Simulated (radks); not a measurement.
Problem. The mean radii <r> (bohr) of the occupied orbitals of an atom or ion are listed with their occupations. Method: scalar-relativistic Kohn-Sham, r2SCAN, spin-polarised, spherical densities, finite nucleus; meta-GGA in the generalised Kohn-Sham scheme; Fermi nuclear charge, rms radius of each element as measured or else 0.836 A^(1/3) + 0.57 fm; computed with a radial shooting solver on a logarithmic mesh with Libxc functionals.

orbital  occ.      <r>
1s up       1  0.02191
1s down     1  0.02191
2s up       1  0.09263
2s down     1  0.09252
2p up       3  0.08174
2p down     3  0.08161
3s up       1   0.2299
3s down     1   0.2305
3p up       3   0.2255
3p down     3   0.2262
3d up       3   0.2005

Name the element and its charge. Open shells, if any, are filled with parallel spins first.

Solution. Z = 64, gadolinium, charge +43: Gd43+ in [Ar] 3d3. The 1s radius gives Z: for a bare nucleus <r> = (2 gamma + 1)/(2Z) with gamma = sqrt(1 - (Z/c)^2), 0.02163 bohr for Z = 64, and screening makes it slightly larger (0.02191 here). The occupations add up to 21, and the charge is Z minus that.
